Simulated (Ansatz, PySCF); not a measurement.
H$_{4}$Si, triplet, geometry from GFN2-xTB (a higher spin typed on purpose: for a closed-shell molecule this is an excited state). Base run: PySCF with REVPBE/6-311G**.

Here is a job for PySCF.
```python
from pyscf import gto, scf, dft

mol = gto.M(
    atom='''
Si   -0.000000   -0.000000   -0.000000
H     0.216365    1.474167   -0.017222
H    -1.345013    0.204510    0.607778
H     1.345013   -0.204510   -0.607778
H    -0.216365   -1.474167    0.017222
''',
    basis='6-311g**',
    charge=0,
    spin=2,
    verbose=4,
)

mf = dft.UKS(mol)
mf.xc = 'revpbe'
mf.kernel()
```

The same geometry, method and basis name were run in Ansatz (a quantum-chemistry and plane-wave program) and PySCF, at each program's defaults and at the settings that a row names. The base is PySCF at its defaults. Differences at the defaults can come from grids, fitting, cores and function types together.

| code and settings | ΔE vs base (µEh) | basis functions | E (Eh) | SCF cycles |
|---|---|---|---|---|
| PySCF, defaults (exact integrals, its default grid, spherical functions) | 0.0 | 50 | -291.66231 | 8 |
| Ansatz, defaults (factorised integrals, its default grid, Cartesian functions) | -384 | 51 | -291.66270 | - |
| PySCF, density fitting with def2-universal-jkfit | -46.0 | 50 | -291.66236 | 8 |
| PySCF, fine grid | -0.1 | 50 | -291.66231 | 8 |
| Ansatz, high accuracy, Cartesian functions as the basis file defines them | -383 | 51 | -291.66270 | - |

Open shells are given as the SCF converged; they aren't shown to be the lowest states, and a large step between rows can be another state.
